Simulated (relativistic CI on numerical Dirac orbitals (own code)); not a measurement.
# What each ingredient does to the levels of Kr8+

Base calculation: Dirac-Coulomb-Breit CI, separate exchange-only KLI orbitals for each configuration, QED by a radiative potential, unscaled Slater integrals.

CI space (outside the closed core [Ne]): 3s²3p⁶3d¹⁰, 3s²3p⁶3d⁹4s, 3s²3p⁶3d⁹4p, 3s²3p⁶3d⁸4s², 3s²3p⁶3d⁹4d, 3s²3p⁶3d⁸4s4p, 3s²3p⁶3d⁹5s, 3s²3p⁶3d⁸4p², 3s²3p⁶3d⁹4f, 3s²3p⁶3d⁹5p, 3s²3p⁶3d⁸4s4d, 3s²3p⁶3d⁹5d, 3s²3p⁶3d⁸4p4d, 3s²3p⁶3d⁹6s, 3s²3p⁶3d⁹5f, 3s²3p⁶3d⁹6p, 3s²3p⁶3d⁹5g, 3s²3p⁶3d⁹6d, 3s²3p⁵3d¹⁰4s, 3s²3p⁶3d⁸4d², 3s²3p⁵3d⁹4s², 3s²3p⁵3d¹⁰4p, 3s²3p⁵3d⁹4s4p, 3s²3p⁵3d⁹4p², 3s²3p⁵3d¹⁰4d, 3s²3p⁵3d⁹4s4d, 3s3p⁶3d¹⁰4s, 3s²3p⁵3d¹⁰5s, 3s²3p⁵3d¹⁰4f, 3s²3p⁵3d¹⁰5p, 3s3p⁶3d¹⁰4p, 3s²3p⁵3d¹⁰5d, 3s²3p⁵3d¹⁰6s, 3s²3p⁵3d¹⁰5f, 3s²3p⁵3d¹⁰6p, 3s²3p⁵3d¹⁰5g. Levels of other configurations are missing.

Variants: (1) P86 correlation estimate; (2) QED terms removed. Shifts of the energy above 3s²3p⁶3d¹⁰ ¹S0, in cm⁻¹, for the lowest level and the first level of each name with at least 55 % of one term (blank where a level changes its place among those of its configuration and J or its character, or is not in the variant):

```csv
Level,Base,Δ(1),Δ(2)
3s²3p⁶3d¹⁰ ¹S0,0,0,0
3s²3p⁶3d⁹4s ³D3,685537,+9878,-397
3s²3p⁶3d⁹4s ³D2,688680,+9878,-400
3s²3p⁶3d⁹4s ³D1,695767,+9878,-433
3s²3p⁶3d⁹4s ¹D2,700009,+9879,-426
3s²3p⁶3d⁹4p ³P°2,831845,+10562,-66
3s²3p⁶3d⁹4p ³F°3,838590,+10563,-61
3s²3p⁶3d⁹4p ³P°1,842457,+10562,-97
3s²3p⁶3d⁹4p ³F°2,846041,+10562,-92
3s²3p⁶3d⁹4p ³F°4,846291,+10562,-82
3s²3p⁶3d⁹4p ³P°0,848813,+10562,-119
3s²3p⁶3d⁹4p ¹D°2,855450,+10562,-80
3s²3p⁶3d⁹4p ¹P°1,859139,+10565,-91
3s²3p⁶3d⁹4p ³D°1,864711,+10563,-108
```

At this charge configurations can still be misplaced by up to about 7 % of their energy.

Ionisation energy from the two ground configurations alone: base 231.375 eV; P86 correlation estimate 233.066 eV. The NIST ASD value (semi-empirical) is 233 eV.

LS names give the leading component of a level, which can be under half, so a name can repeat, a term be missing and a line seem to break the LS rules.
